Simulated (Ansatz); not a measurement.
The cluster As6⁺, relaxed as a doublet with UKS PBE-D4/def2-SVP in Ansatz, starting from the GFN2-xTB geometry. Force threshold 0.02 eV/Å.

Another isomer (doublet) lies 0.12 eV lower at PBE0-D4/def2-SVP; other spin states weren't run for this one.

Start:

```xyz
6

As    1.633    0.618   -1.453
As    1.789   -1.368   -0.296
As   -1.932   -0.251   -0.163
As   -0.465    1.679   -0.768
As   -0.210   -1.530    1.116
As   -0.815    0.852    1.564
```

Q: Estimate the energy that the relaxation releases and the steps that it takes.

A: 0.05 eV, in 5 steps; 24 s on 4 threads of Arm Neoverse V2 on a shared host. No frequencies were taken in this run, so the end may be a saddle point.

Q: Does the start keep its bonding and symmetry?

A: By distances, no bond broke or formed. The bond that changes most is As3–As6, from 2.33 to 2.41 Å (atoms count from 1). Point group C2v at the start, C2v at the end, both within 0.05 Å.

Q: Predict the relaxed structure.

A: 
```xyz
6

As    1.6115    0.6270   -1.4449
As    1.7685   -1.3682   -0.2804
As   -1.9212   -0.2760   -0.2072
As   -0.4767    1.6950   -0.7711
As   -0.2172   -1.5416    1.1273
As   -0.7648    0.8638    1.5763
```
Bond lengths: 8 × As–As 2.32 to 2.51 Å.
